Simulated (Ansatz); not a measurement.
A search over several starts for the lowest SCF solution of ZrO2 at the given spin, in a small basis.

```yaml
crystal:
  periodic: [false, false, false]
  atoms:
    - {symbol: Zr, position_ang: [-0.564290, -0.394521, 0.056594]}
    - {symbol: O, position_ang: [-0.536615, 1.327623, -0.312155]}
    - {symbol: O, position_ang: [1.100905, -0.933093, 0.255562]}
basis:
  gaussian: {orbitals: def2-SVP}
magnetization: {spin_polarized: true, initial_magnetization: 0}
hamiltonian: {xc: pbe0, dispersion: d4}
output: {orbitals: {seedname: orbitals}}
```

```sh
$ ansatz run in.yaml --threads 4 --pin off --events-out ev --progress --plain --max-ram 3916MiB
```

It prints (some lines left out):

```
Functional definition: PBE0
582 factors; integrals over basis functions are off by at most 6.4e-4 eV
mean field evaluation 1: about -5348.3169 eV, gradient 6.9e1 eV
mean field evaluation 2: about -5005.8130 eV, gradient 2.4e2 eV
mean field evaluation 4: about -5367.0515 eV, gradient 5.7e0 eV
mean field evaluation 8: about -5367.2851 eV, gradient 4.9e-1 eV
mean field evaluation 16: about -5367.2863 eV, gradient 4.3e-5 eV
mean field -5367.28625658 eV, -197.2441318521 hartree, gradient 4.3e-5 eV, S^2 0.000000; 0 other end points of the search recorded, 0 dependent functions left out
reference -5367.28629154 eV, -197.2441331368 hartree; 14, 14 occupied and 45, 45 virtual orbitals, 582 factors
Total energy: -5367.33442517 eV, -197.2459020149 hartree
```

It took 0.6 s on 4 threads of INTEL XEON PLATINUM 8581C on a shared host.

In the def2 sets Zr takes a core potential; there is no spin–orbit coupling. The structure comes from a short search, and lower isomers may exist.
